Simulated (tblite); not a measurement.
C₅H₉NO₂Si.
Cartesian coordinates in Å at the GFN2-xTB level; atoms count from 1:
```xyz
18
C5H9NO2Si angstrom
C      3.7810   -0.0362    0.4481
C      3.0344   -0.7229   -0.3959
O      1.7134   -0.5675   -0.5946
Si     0.6297    0.4509    0.0710
C     -0.9632   -0.0875   -0.8212
C     -2.0666    0.7228   -0.2299
O     -2.3133    1.8669   -0.5368
N     -2.6384    0.1049    0.8513
C     -3.7523   -0.4281    1.0229
H      3.3592    0.7360    1.0653
H      4.8322   -0.2323    0.5389
H      3.4442   -1.5050   -1.0247
H      0.9530    1.8462   -0.2170
H      0.5105    0.2285    1.5142
H     -1.1454   -1.1525   -0.6934
H     -0.8883    0.1445   -1.8813
H     -4.5120   -0.5307    0.2463
H     -3.9870   -0.8315    2.0005
```

Method: GFN2-xTB as coded in tblite; computed harmonic values from a numerical Hessian at the method's own geometry, unscaled. The method is semi-empirical: single wavenumbers can be off by several per cent or more. Modes of hydrogen on silicon can be 10 to 20 % off. One conformer, not necessarily the lowest.

Harmonic wavenumbers (cm⁻¹): 31.0, 35.9, 63.6, 75.0, 107.0, 156.0, 160.4, 193.3, 232.5, 344.4, 452.6, 494.2, 517.0, 613.0, 641.2, 673.8, 729.3, 744.5, 769.0, 777.5, 793.2, 799.5, 839.6, 885.7, 984.7, 992.8, 993.3, 1042.6, 1122.9, 1157.5, 1180.2, 1198.4, 1293.5, 1382.6, 1427.7, 1436.4, 1702.4, 1726.2, 1798.7, 2246.4, 2293.8, 2929.2, 3006.3, 3015.7, 3030.5, 3033.8, 3130.7, 3169.8.

A = 3932, B = 563.2, C = 540.0 MHz; mass 143.040 u (most abundant isotopes); point group C1, symmetry number 1.

Task: What is the zero-point energy?

Result: ½Σν̃ = 28213 cm⁻¹ = 337.50 kJ/mol.

Task: Give the ideal-gas entropy at 500 K and 1 bar in the rigid-rotor, harmonic-oscillator model (classical rotation).

Result: Translation 181.50, rotation 131.87, vibration 254.21: S = 567.6 J/(mol K).

Task: And Cp and H(500 K) − H(0)?

Result: Cp = 246.41 J/(mol K), of which vibrations give 213.15 (their classical limit is 48 R = 399.1); H(500 K) − H(0) = 75.99 kJ/mol without the zero-point energy, 59.36 from vibrations.

Task: Which modes carry the vibrational entropy at 500 K?

Result: 31.0 cm⁻¹: 28.41; 35.9 cm⁻¹: 27.19; 63.6 cm⁻¹: 22.45; 75.0 cm⁻¹: 21.08; 107.0 cm⁻¹: 18.14; 156.0 cm⁻¹: 15.04 J/(mol K); the other 42 give 121.89 together.

Task: What must be added to the electronic energy to get the Gibbs energy at 500 K and 1 bar?

Result: ZPE + [H(500 K) − H(0)] − T·S = 337.50 + 75.99 − 283.79 = 129.70 kJ/mol.

Task: How do the functions run with temperature in this model?

Result: 
| T (K) | S (J/(mol K)) | Cp (J/(mol K)) | H − H(0) (kJ/mol) | G − H(0) (kJ/mol) | ln q(vib) |
| --- | --- | --- | --- | --- | --- |
| 50 | 265.4 | 69.9 | 2.53 | -10.73 | 1.34 |
| 100 | 321.8 | 93.7 | 6.68 | -25.51 | 3.43 |
| 298.15 | 459.1 | 174.8 | 33.00 | -103.87 | 10.28 |
| 373.15 | 501.6 | 204.8 | 47.26 | -139.91 | 12.58 |
| 750 | 679.0 | 302.5 | 145.17 | -364.08 | 23.07 |
| 1000 | 771.3 | 338.4 | 225.59 | -545.71 | 29.17 |

q(vib) and H(0) count from the zero-point level.

Hindered rotation and anharmonicity are outside this model. Other conformers, if any are populated, would add a mixing term that is left out. The structure is chiral; the term R ln 2 for an equal mix with its mirror image is left out.
